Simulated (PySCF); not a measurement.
Species: C7H11 (doublet state).
Structure used (GFN2-xTB), in Å, numbered top down from 1:
```xyz
18
C7H11 angstrom
C     -2.883    0.069   -0.287
C     -1.691   -0.053    0.560
C     -0.514   -0.723   -0.192
C      0.807   -0.707    0.529
C      1.414    0.042   -0.391
C      2.776    0.593   -0.584
C      0.187    0.155   -1.264
H     -3.475   -0.799   -0.508
H     -3.070    0.961   -0.852
H     -1.355    0.926    0.907
H     -1.903   -0.682    1.432
H     -0.827   -1.703   -0.556
H      1.110   -1.148    1.462
H      3.203    0.225   -1.517
H      2.738    1.681   -0.644
H      3.426    0.306    0.240
H      0.270   -0.296   -2.252
H     -0.222    1.159   -1.361
```

The hyperfine couplings belong to this conformer and change with its torsions.

The species is `[CH2]C[C@@H]1C=C(C)C1` [radical].

Level of theory: UKS B3LYP, pcH-1 on C H, non-relativistic, mean-field spin-orbit, GIAO in PySCF. One conformer (not necessarily the lowest) at the GFN2-xTB geometry, without solvent, vibrations or thermal averaging. Couplings are sensitive to structure, and on GFN2-xTB geometries they can be far from those on DFT ones. Stability of the SCF solution: not tested.

The largest Mulliken spin populations are on C1 (+1.08) and C2 (-0.09). No atom but C1 exceeds +0.15. The positive populations add up to 1.18 and the negative ones to -0.18, together 2S = 1. The angles at C1 add up to 358.9°, so it is planar; its axial dipolar tensor and the negative couplings of its protons fit spin in a p orbital normal to that plane.

Task: McConnell's relation a(H) = Q·ρ ties the coupling of a proton on a planar π carbon to the spin population of that carbon. What Q do the computed values give?

Result: 
```json
{"H": "H8", "C": "C1", "ρ(C)": "+1.078", "a(H) (G)": "-21.71", "a/ρ (G)": "-20.1"}
{"H": "H9", "C": "C1", "ρ(C)": "+1.078", "a(H) (G)": "-22.05", "a/ρ (G)": "-20.5"}
```

These protons share one ρ (within 0.01), so their mean ratio, Q = -20.3 G, is no test of linearity.

Task: List the C–H protons on four-coordinate carbons next to a three-coordinate spin centre, with their couplings and θ (C–H bond against the normal to the plane of the centre's neighbours, projected along the bond that joins the two).

Result: 
| β H | on | centre | θ (°) | cos²θ | a (G) |
| --- | --- | --- | --- | --- | --- |
| H10 | C2 | C1 | 69 | 0.13 | +6.36 |
| H11 | C2 | C1 | 52 | 0.38 | +20.98 |

Couplings in gauss use g_iso = 2.0026.
